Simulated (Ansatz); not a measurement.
Gas-phase electronic energies from Ansatz, PBE0-D4/def2-TZVP geometries. CCSD(T)/CBS adds triple-zeta CCSD(T) − MP2 to the extrapolated MP2 energy (def2 sets, frozen cores). This one scheme is used for every species. DFT in def2-TZVPP. B3LYP here is the variant with VWN-RPA as its local correlation; programs differ in this. HSE06 is defined as in plane-wave codes. Elements past krypton have def2 core potentials. For Hf, I outer-core shells are correlated without core-valence functions, which leaves a few kJ/mol of doubt a bond. Each species was taken in one conformer, which may not be the lowest.

Reaction (ligand exchange at the Hf–O bond): `C[O][Hf]([Cl])([Cl])[Cl]` + HI → `[Cl][Hf]([Cl])([Cl])[I]` + CH₃OH

`C[O][Hf]([Cl])([Cl])[Cl]`:

```xyz
9

C     1.533   -0.582   -0.553
O     0.296   -0.111   -0.108
Hf   -1.362    0.518    0.491
Cl   -1.733    2.632   -0.444
Cl   -3.017   -0.987   -0.201
Cl   -1.301    0.653    2.828
H     1.989    0.150   -1.224
H     2.196   -0.747    0.300
H     1.400   -1.525   -1.090
```

HI:

Z-matrix (Å, degrees):
```
I
H 1 1.610
```

`[Cl][Hf]([Cl])([Cl])[I]`:

```xyz
5

Cl   -1.507    0.888    1.554
Hf   -0.031   -0.051    0.037
Cl    1.564   -1.277    1.181
Cl   -1.193   -1.452   -1.393
I     1.167    1.892   -1.379
```

CH₃OH:

Cartesian coordinates in Å:
```
C -0.093 -0.280 0.200
O -0.219 0.997 -0.382
H -0.978 -0.438 0.817
H 0.791 -0.360 0.845
H -0.054 -1.079 -0.550
H 0.552 1.160 -0.930
```

Q: Is it downhill or uphill in electronic energy at CCSD(T)/CBS, and by how much? (Best estimate.)

A: Computed: Uphill: ΔE = +0.07 eV.

Q: What do these levels give: r2SCAN-D4, HSE06-D4, PBE-QIDH, B3LYP, r2SCAN0, BHLYP, LC-ωPBE, HF/def2-SVP, CCSD/def2-TZVPP, SCS-MP2/def2-QZVPP, HF/CBS(def2), CCSD/CBS(def2)? (An estimate is asked.)

A: Computed: r2SCAN-D4 0.13, HSE06-D4 0.06, PBE-QIDH 0.04, B3LYP 0.21, r2SCAN0 0.08, BHLYP 0.19, LC-ωPBE 0.24, HF/def2-SVP 0.32, CCSD/def2-TZVPP 0.18, SCS-MP2/def2-QZVPP 0.08, HF/CBS(def2) 0.16, CCSD/CBS(def2) 0.10 eV.

Largest T1 diagnostic among the species: 0.014.

From BLYP to BHLYP (50 % exact exchange), in def2-TZVPP and without D4, ΔE moves by −0.06 eV. Leaving LDA and LC-ωPBE aside and taking each functional with its dispersion term where it has one, the values, not all of them listed here, spread over 0.23 eV, from PBE-QIDH to CAM-B3LYP-D4. LDA lies +0.04 eV from PBE without D4.
